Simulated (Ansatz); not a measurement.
```yaml
crystal:
  periodic: [false, false, false]
  atoms:
    - {symbol: O, position_ang: [-1.248864, 0.518606, -0.327693]}
    - {symbol: C, position_ang: [-0.108792, 0.557013, 0.116760]}
    - {symbol: As, position_ang: [0.890601, -0.519056, -0.705366]}
    - {symbol: H, position_ang: [-1.417775, -0.108988, -0.202509]}
    - {symbol: H, position_ang: [-0.130292, 0.373143, 1.055561]}
    - {symbol: H, position_ang: [0.270557, 1.212975, -0.009155]}
    - {symbol: H, position_ang: [0.235035, -1.425139, -0.142965]}
    - {symbol: H, position_ang: [1.827089, -0.623168, 0.246598]}
basis:
  gaussian: {orbitals: def2-TZVPD}
hamiltonian: {xc: {name: B2PLYP}}
```

```sh
$ ansatz run in.yaml --threads 2 --pin off --events-out ev --progress --plain --max-ram 4352MiB
```

It prints (some lines left out):

```
Functional definition: B2PLYP
1197 factors; integrals over basis functions are off by at most 1.2e-3 eV
mean field evaluation 1: about -63969.4699 eV, gradient 6.0e1 eV
mean field evaluation 2: about -63969.7594 eV, gradient 5.9e1 eV
mean field evaluation 4: about -63975.7067 eV, gradient 4.7e0 eV
mean field evaluation 8: about -63975.7532 eV, gradient 3.7e-1 eV
mean field evaluation 16: about -63975.7537 eV, gradient 6.2e-5 eV
mean field -63975.75368967 eV, -2351.0655837719 hartree, gradient 3.7e-6 eV, S^2 0.000000; 0 other end points of the search recorded, 0 dependent functions left out
11 core orbitals not correlated: weight in the atoms' cores, before any rotation towards them, 1.000 or more for the frozen orbitals, at most 0.000 for the correlated occupied ones
reference -63975.75383860 eV, -2351.0655892450 hartree; 15, 15 occupied and 150, 150 virtual orbitals, 1197 factors
second order -21.75631355 eV of doubles, -0.00000000 eV of singles
Total energy: -63981.62804326 eV, -2351.2814622846 hartree
```

Problem. Something in this input is off. What?

Solution. The geometry is squeezed to about two thirds of its size. The calculation finished and met its thresholds. The result belongs to that input, not to the molecule as meant.
